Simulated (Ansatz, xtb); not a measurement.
**Two structures of Ga2H8N2**

Structure X: `[NH2+]1[GaH2-][NH2+][GaH2-]1`, a singlet. Structure Y: a singlet given by its coordinates. Both are isolated molecules in the gas phase, relaxed with PBE0-D4/def2-SVP.

X (Å):

```xyz
12

Ga   -0.3780    0.0002    1.4234
Ga    0.3763   -0.0050   -1.4238
N    -1.2520    0.4797   -0.3326
N     1.2540   -0.4740    0.3331
H    -2.0801   -0.0732   -0.5510
H    -1.5278    1.4582   -0.4075
H    -1.0283   -1.3120    1.9914
H    -0.0985    1.3089    2.2461
H     1.5379   -1.4501    0.4101
H     2.0776    0.0861    0.5503
H     1.0277    1.3010   -2.0047
H     0.0914   -1.3198   -2.2348
```

Y (Å):

| atom | x (Å) | y (Å) | z (Å) |
| --- | --- | --- | --- |
| Ga | 0.1104 | 0.9445 | 1.8451 |
| Ga | 0.4334 | -0.4738 | -0.4893 |
| N | -0.3185 | 2.7180 | 1.6168 |
| N | 1.6978 | 0.5538 | 0.7042 |
| H | -1.0702 | 3.0893 | 2.1896 |
| H | -0.4375 | 3.0661 | 0.6699 |
| H | 0.0856 | 0.1940 | 3.2082 |
| H | 2.1287 | 1.3829 | 0.2979 |
| H | 2.4342 | 0.0055 | 1.1441 |
| H | 0.7360 | -2.0054 | -0.4107 |
| H | -0.7965 | -0.1080 | 0.6776 |
| H | 0.1332 | 0.3813 | -1.7658 |

Close contacts (Å): Ga1–Ga2 2.75, Ga1–N3 1.84, Ga1–N4 1.99, Ga2–N4 2.02, Ga1–H7 1.56, Ga1–H11 1.81, Ga2–H10 1.56, Ga2–H11 1.73, Ga2–H12 1.57, N3–H5 1.02, N3–H6 1.02, N4–H8 1.02, N4–H9 1.02.

Estimate which is lower in electronic energy at CCSD(T)/def2-SVP + ΔMP2/def2-TZVPP, and by roughly how much.

The CCSD(T)/def2-SVP + ΔMP2/def2-TZVPP calculation puts structure X lower, by 88.4 kJ/mol.

Level by level:

```csv
level,geometry,E(Y) − E(X) (kJ/mol),departure from the last row (kJ/mol),"job, with rough time for the two"
PBE0-D4/def2-SVP,PBE0-D4/def2-SVP,+98.0,+9.5,"optimisation, 64 s"
HF/def2-SVP,PBE0-D4/def2-SVP,+106.5,+18.0,part of the CCSD(T) run
MP2/def2-SVP,PBE0-D4/def2-SVP,+106.1,+17.7,part of the CCSD(T) run
CCSD(T)/def2-SVP,PBE0-D4/def2-SVP,+104.2,+15.8,single point
CCSD(T)/def2-SVP + ΔMP2/def2-TZVPP,PBE0-D4/def2-SVP,+88.4,,"single point, 96 s"
```

The levels shown agree on the order. The largest departure from CCSD(T)/def2-SVP + ΔMP2/def2-TZVPP is that of HF/def2-SVP, 18.0 kJ/mol. Levels run at GFN2-xTB geometries aren't shown. The last row adds to CCSD(T) the change of the MP2 difference between the two basis sets, here −15.8 kJ/mol, a large step that makes the value less sure.

With thermal terms from frequencies at re-optimised GFN2-xTB minima (ideal gas, soft modes damped towards free rotors, one conformer each, 298.15 K, 1 atm): the zero-point term adds −8.2 kJ/mol; ΔH is +83.0 and ΔG +72.5 kJ/mol.

The correlated steps freeze 20 core orbitals; the filled d shell of Ga is correlated, in a basis made for valence electrons. Codes used: Ansatz 0.2.0, xtb 6.7.1; the last row on 2 threads of Arm Neoverse V2 on a shared host.
